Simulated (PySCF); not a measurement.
C₂H₄BrFSi, SMILES C([SiH](Br)F)=C. Atoms are numbered in the order given.

```xyz
9

Si    -0.3607     0.2808     0.7425
F      0.8320     1.2132     1.3360
Br     0.5492    -1.3157    -0.5230
C     -1.4544     1.3594    -0.2888
C     -1.2257     2.6739    -0.4175
H     -1.0272    -0.3846     1.8844
H     -2.3044     0.9062    -0.8144
H     -0.3830     3.1601     0.0851
H     -1.8657     3.3171    -1.0313
```

Geometry: B3LYP-D3(BJ)/def2-SVP. This is a generated structure with no PubChem entry under its InChIKey; it may be hypothetical. One conformer was computed; it need not be the lowest.

Two levels are set side by side: PBE/pcSseg-1 (PySCF) and PBE0/pcSseg-1 (PySCF). GIAO shifts against CFCl3 (¹⁹F), TMS (²⁹Si), TMS (¹H), TMS (¹³C) at the same level; non-relativistic, no solvent, atoms listed together averaged. Without spin–orbit terms, shifts of atoms bonded to Cl or Br come out too high at both levels. Differences are taken from unrounded values.

| quantity | PBE0 |
|---|---|
| δ(²⁹Si) of Si1 (ppm) | 11.7 |
| δ(¹⁹F) of F2 (ppm) | -179.4 |
| δ(¹³C) of C4 (ppm) | 141.7 |
| δ(¹³C) of C5 (ppm) | 150.9 |
| δ(¹H) of H6 (ppm) | 6.15 |
| δ(¹H) of H7 (ppm) | 6.44 |
| δ(¹H) of H8, H9 (ppm) | 6.90 |

Task: What does PBE give, and how far is it from PBE0? (The exact figures need the calculation; the answer reports its results.)

Result: 
```csv
quantity,PBE,PBE minus PBE0
δ(²⁹Si) of Si1 (ppm),13.5,1.8
δ(¹⁹F) of F2 (ppm),-196.1,-16.6
δ(¹³C) of C4 (ppm),141.9,0.2
δ(¹³C) of C5 (ppm),147.4,-3.5
δ(¹H) of H6 (ppm),6.42,0.27
δ(¹H) of H7 (ppm),6.45,0.01
"δ(¹H) of H8, H9 (ppm)",6.78,-0.12
```

Rough cost on one machine, each run with all the roots and properties that it gave: PBE0 against PBE within a factor of 2.
